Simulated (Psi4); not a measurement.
A dimer, F4Si ··· Cl2 (SMILES F[Si](F)(F)F and ClCl), singlet; the first 5 atoms form monomer A.

```
7

F      1.3557    -0.1236     0.7766
Si     0.0000     0.0001    -0.0002
F     -0.1698    -1.2317    -0.9541
F     -1.1870     0.0351     1.0228
F      0.0011     1.3202    -0.8451
Cl    -1.3377    -3.3046    -5.3975
Cl    -0.0479    -2.5685    -4.0378
```

What interaction energy does SAPT0/jun-cc-pVDZ, frozen core (Psi4) give, and which attractive term is the largest?

Total -0.13 kcal/mol: electrostatics -0.22, exchange 0.53, induction -0.05, dispersion -0.39. The most attractive term is dispersion.
